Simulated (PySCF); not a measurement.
## Electron correlation in B⁻ (boron, charge -1)

[He] 2s2 2p2, high-spin 3P determinant. Computed with PySCF 2.14 in dyall-acv3z, with no relativity, point nucleus. Frozen: 1s2; 4 electrons correlated; the 18 highest virtual orbitals of each spin left out.

```
  level  correlation energy (mhartree)
   CCSD                         -83.41
    (T)                          -3.82
CCSD(T)                         -87.23
```

Diagnostics: T1 = 0.028, D1 = 0.0526, largest double amplitude 0.070.

Cost of the coupled-cluster step: about 4 core-seconds, for 4 correlated electrons.

Iterations:

```
CC2 = 0
CCSD nocc = (np.int64(3), np.int64(1)), nmo = (57, 57)
frozen orbitals [[0, 58, 59, 60, 61, 62, 63, 64, 65, 66, 67, 68, 69, 70, 71, 72, 73, 74, 75], [0, 58, 59, 60, 61, 62, 63, 64, 65, 66, 67, 68, 69, 70, 71, 72, 73, 74, 75]]
max_cycle = 100
direct = 0
conv_tol = 1e-08
conv_tol_normt = 1e-06
diis_space = 8
diis_start_cycle = 0
Init t2, MP2 energy = -0.0647857606150797
Init E_corr(UCCSD) = -0.0647857606189818
cycle = 1  E_corr(UCCSD) = -0.0766276204786507  dE = -0.0118418599  norm(t1,t2) = 0.0602751
cycle = 2  E_corr(UCCSD) = -0.0803242287636366  dE = -0.00369660828  norm(t1,t2) = 0.0288032
cycle = 3  E_corr(UCCSD) = -0.0833862553746671  dE = -0.00306202661  norm(t1,t2) = 0.0176002
cycle = 4  E_corr(UCCSD) = -0.0834227614121155  dE = -3.65060374e-05  norm(t1,t2) = 0.00713643
cycle = 5  E_corr(UCCSD) = -0.0834402294288297  dE = -1.74680167e-05  norm(t1,t2) = 0.00266387
cycle = 6  E_corr(UCCSD) = -0.0834266042201043  dE = 1.36252087e-05  norm(t1,t2) = 0.00108221
cycle = 7  E_corr(UCCSD) = -0.08341556277227  dE = 1.10414478e-05  norm(t1,t2) = 0.000422387
cycle = 8  E_corr(UCCSD) = -0.0834157704938573  dE = -2.07721587e-07  norm(t1,t2) = 0.000121749
cycle = 9  E_corr(UCCSD) = -0.0834152733694365  dE = 4.97124421e-07  norm(t1,t2) = 4.95984e-05
cycle = 10  E_corr(UCCSD) = -0.0834148060720056  dE = 4.67297431e-07  norm(t1,t2) = 1.7459e-05
cycle = 11  E_corr(UCCSD) = -0.0834147973966396  dE = 8.67536605e-09  norm(t1,t2) = 8.34159e-06
cycle = 12  E_corr(UCCSD) = -0.0834149949967079  dE = -1.97600068e-07  norm(t1,t2) = 3.26079e-06
cycle = 13  E_corr(UCCSD) = -0.0834150133903685  dE = -1.83936606e-08  norm(t1,t2) = 9.77373e-07
cycle = 14  E_corr(UCCSD) = -0.0834149908672037  dE = 2.25231648e-08  norm(t1,t2) = 4.03116e-07
cycle = 15  E_corr(UCCSD) = -0.0834149802352219  dE = 1.06319817e-08  norm(t1,t2) = 1.14587e-07
cycle = 16  E_corr(UCCSD) = -0.083414978516127  dE = 1.71909492e-09  norm(t1,t2) = 4.1724e-08
UCCSD converged
E(UCCSD) = -24.60532436058856  E_corr = -0.083414978516127
UCCSD(T) correction = -0.00382482955213465
```
